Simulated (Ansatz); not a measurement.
Geometry optimisation of the cluster Mg₄O₇H₆.

```yaml
crystal:
  periodic: [false, false, false]
  atoms:
    - {symbol: Mg, position_ang: [1.976750, 0.406780, -0.210250]}
    - {symbol: Mg, position_ang: [-2.308630, -1.102710, 2.424380]}
    - {symbol: Mg, position_ang: [-0.323480, -0.283320, 0.834860]}
    - {symbol: Mg, position_ang: [0.582940, 0.763950, -2.394590]}
    - {symbol: O, position_ang: [0.122870, 0.963070, -0.562290]}
    - {symbol: O, position_ang: [0.383490, -0.456990, -0.950550]}
    - {symbol: O, position_ang: [1.540910, -0.123390, 1.462370]}
    - {symbol: O, position_ang: [-1.550280, 0.528880, 1.970660]}
    - {symbol: O, position_ang: [-0.044430, 1.095610, -3.967320]}
    - {symbol: O, position_ang: [2.492970, 0.955290, -1.864490]}
    - {symbol: O, position_ang: [-1.153700, -1.903130, 1.217300]}
    - {symbol: H, position_ang: [-1.685270, 1.468210, 2.091610]}
    - {symbol: H, position_ang: [3.242010, 1.227410, -2.389240]}
    - {symbol: H, position_ang: [-0.994350, -2.733450, 0.770170]}
    - {symbol: H, position_ang: [-3.268120, -1.579200, 3.524440]}
    - {symbol: H, position_ang: [1.916180, -0.204150, 2.335660]}
    - {symbol: H, position_ang: [-0.929850, 0.977150, -4.292720]}
basis:
  gaussian: {orbitals: def2-SVP}
hamiltonian: {xc: pbe0, dispersion: d4}
scf: {lower_state_search: "off"}
output: {orbitals: {seedname: orbitals}}
relax: {f_tol: 0.03, max_steps: 70}
```

```sh
$ ansatz run in.yaml --threads 6 --pin off --events-out ev --progress --plain --max-ram 7833MiB
```

Shortened log:

```
Functional definition: PBE0
  name "PBE0"
  cite "Adamo & Barone, J. Chem. Phys. 110, 6158 (1999) doi:10.1063/1.478522"
  cite "Perdew, Burke & Ernzerhof, Phys. Rev. Lett. 77, 3865 (1996) doi:10.1103/PhysRevLett.77.3865"
  parent pbe
  parameter a = 0.25
  parameter kappa = 0.804
  parameter beta = 0.06672455060314922
  exchange = (1 - a)*pbe_x(kappa = kappa, mu = beta*pi^2/3) + a*exact_x
  correlation = pbe_c(beta = beta)
these checks for a lower state are left out or cut short: stability, starts, cluster_reference, orbital_swaps, neighbouring_geometries, increment
mean field -36170.00511644 eV, -1329.2231711192 hartree, gradient 4.8e-6 eV, S^2 0.000000; 0 other end points of the search recorded, 0 dependent functions left out
the calculation of the forces begins
relax step   1: F+E_penalty+E_count = -36170.43634559 eV  Δ(F+E_penalty+E_count) = +0.000e0 eV  max|allowed force component| = 1.777e0 eV/Å  Δτ_max = 0.0000 Å  (18 SCF iters, accepted)
these checks for a lower state are left out or cut short: stability, starts, cluster_reference, orbital_swaps, neighbouring_geometries, increment
mean field -36170.78704866 eV, -1329.2519065982 hartree, gradient 1.1e-6 eV, S^2 0.000000; 0 other end points of the search recorded, 0 dependent functions left out
the calculation of the forces begins
relax step   2: F+E_penalty+E_count = -36171.20294953 eV  Δ(F+E_penalty+E_count) = -7.666e-1 eV  max|allowed force component| = 1.101e0 eV/Å  Δτ_max = 0.1974 Å  (26 SCF iters, accepted)
these checks for a lower state are left out or cut short: stability, starts, cluster_reference, orbital_swaps, neighbouring_geometries, increment
mean field -36171.24753269 eV, -1329.2688290742 hartree, gradient 1.1e-6 eV, S^2 0.000000; 0 other end points of the search recorded, 0 dependent functions left out
the calculation of the forces begins
relax step   3: F+E_penalty+E_count = -36171.64456174 eV  Δ(F+E_penalty+E_count) = -4.416e-1 eV  max|allowed force component| = 2.285e-1 eV/Å  Δτ_max = 0.1967 Å  (25 SCF iters, accepted)
these checks for a lower state are left out or cut short: stability, starts, cluster_reference, orbital_swaps, neighbouring_geometries, increment
mean field -36171.31114378 eV, -1329.2711667387 hartree, gradient 1.3e-6 eV, S^2 0.000000; 0 other end points of the search recorded, 0 dependent functions left out
the calculation of the forces begins
relax step   4: F+E_penalty+E_count = -36171.70172191 eV  Δ(F+E_penalty+E_count) = -5.716e-2 eV  max|allowed force component| = 2.307e-1 eV/Å  Δτ_max = 0.2000 Å  (25 SCF iters, accepted)
these checks for a lower state are left out or cut short: stability, starts, cluster_reference, orbital_swaps, neighbouring_geometries, increment
mean field -36171.33138698 eV, -1329.2719106625 hartree, gradient 1.3e-6 eV, S^2 0.000000; 0 other end points of the search recorded, 0 dependent functions left out
the calculation of the forces begins
relax step   5: F+E_penalty+E_count = -36171.72021862 eV  Δ(F+E_penalty+E_count) = -1.850e-2 eV  max|allowed force component| = 9.099e-2 eV/Å  Δτ_max = 0.1487 Å  (25 SCF iters, accepted)
these checks for a lower state are left out or cut short: stability, starts, cluster_reference, orbital_swaps, neighbouring_geometries, increment
mean field -36171.33418190 eV, -1329.2720133741 hartree, gradient 1.0e-6 eV, S^2 0.000000; 0 other end points of the search recorded, 0 dependent functions left out
the calculation of the forces begins
relax step   6: F+E_penalty+E_count = -36171.72288663 eV  Δ(F+E_penalty+E_count) = -2.668e-3 eV  max|allowed force component| = 4.749e-2 eV/Å  Δτ_max = 0.0354 Å  (25 SCF iters, accepted)
these checks for a lower state are left out or cut short: stability, starts, cluster_reference, orbital_swaps, neighbouring_geometries, increment
mean field -36171.33463287 eV, -1329.2720299468 hartree, gradient 1.1e-6 eV, S^2 0.000000; 0 other end points of the search recorded, 0 dependent functions left out
the calculation of the forces begins
relax step   7: F+E_penalty+E_count = -36171.72329068 eV  Δ(F+E_penalty+E_count) = -4.041e-4 eV  max|allowed force component| = 6.593e-3 eV/Å  Δτ_max = 0.0128 Å  (26 SCF iters, accepted)
Total energy: -36171.72335706 eV, -1329.2863152974 hartree
Atom 0 at     2.111554     0.465675    -0.289180 Å, force     0.006508     0.002504    -0.004617 eV/Å
Atom 1 at    -2.501188    -1.190728     2.669595 Å, force    -0.000618    -0.000650     0.002665 eV/Å
Atom 2 at    -0.287170    -0.310556     0.938903 Å, force     0.003710    -0.000945     0.006593 eV/Å
Atom 3 at     0.626045     0.832481    -2.613842 Å, force    -0.000151    -0.000624     0.002811 eV/Å
Atom 4 at     0.169698     1.007948    -0.615520 Å, force    -0.000697     0.003127    -0.003882 eV/Å
Atom 5 at     0.439076    -0.450026    -1.017231 Å, force    -0.000371    -0.000696    -0.004357 eV/Å
Atom 6 at     1.679942    -0.095717     1.454466 Å, force    -0.001391     0.000440    -0.001770 eV/Å
Atom 7 at    -1.611511     0.460595     2.171985 Å, force    -0.000762     0.000762    -0.002923 eV/Å
Atom 8 at     0.039429     1.181799    -4.285803 Å, force     0.002477     0.000951    -0.000262 eV/Å
Atom 9 at     2.554136     1.030259    -2.036035 Å, force    -0.004050    -0.000993     0.000547 eV/Å
Atom 10 at    -1.193403    -1.973158     1.468523 Å, force    -0.001135    -0.000436    -0.001786 eV/Å
Atom 11 at    -1.781921     1.379894     2.376869 Å, force     0.000136    -0.001985    -0.000524 eV/Å
Atom 12 at     3.286066     1.316044    -2.581897 Å, force    -0.004388    -0.002105     0.003797 eV/Å
Atom 13 at    -1.054941    -2.863151     1.144664 Å, force     0.000222     0.000712     0.002196 eV/Å
Atom 14 at    -3.775999    -1.704345     3.690971 Å, force    -0.000364     0.000267    -0.000792 eV/Å
Atom 15 at     2.071651    -0.253172     2.312125 Å, force     0.000801    -0.000935     0.002482 eV/Å
Atom 16 at    -0.771456     1.166166    -4.788595 Å, force     0.000074     0.000607    -0.000179 eV/Å
Dipole moment:     1.273602     0.138501     0.356742 e Å
Checks for a lower state left out: stability, starts, cluster_reference, orbital_swaps, neighbouring_geometries, increment
```

It took 30 s on 6 threads of Intel Xeon on a shared host, peak host memory 0.69 GiB.

The structure holds one bond between oxygen atoms, so isomers without such links may lie far lower. The restricted singlet is unstable towards broken spin symmetry in Hartree–Fock (as tested in another run); at PBE0-D4/def2-SVP this wasn't settled. The structure comes from a short search, and lower isomers may exist.
